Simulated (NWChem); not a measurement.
# C2H3Cl2F; SMILES ClC(C)(Cl)F

```xyz
8

C     -1.3007    -1.1252     0.0000
C     -0.3394     0.0326     0.0000
F     -1.0121     1.1933     0.0000
Cl     0.6931     0.0005    -1.4546
Cl     0.6931     0.0005     1.4546
H     -1.9315    -1.0635     0.8978
H     -0.7542    -2.0758     0.0000
H     -1.9315    -1.0635    -0.8978
```
Atoms are numbered in this order, from 1.

Geometry: optimised at PBE0/def2-SVP.

Symmetry labels are those of Cs in the frame above (b1 and b2, or b-type labels, depend on it).

### Question
List the 6 lowest vertical singlet excitations from PBE/6-31+G* (spherical d), TDA (NWChem).

### Answer
| state | energy (eV) | oscillator strength | symmetry | leading excitation (squared amplitude) |
|---|---|---|---|---|
| S1 | 6.33 | 0.025 | a" | HOMO → LUMO (0.95) |
| S2 | 6.52 | 0.004 | a" | HOMO−1 → LUMO (0.95) |
| S3 | 6.67 | 0.002 | a' | HOMO−2 → LUMO (0.89) |
| S4 | 6.92 | 0.001 | a' | HOMO → LUMO+1 (0.63) |
| S5 | 7.32 | 0.010 | a" | HOMO → LUMO+2 (1.00) |
| S6 | 7.32 | 0.004 | a' | HOMO−3 → LUMO (0.46) |
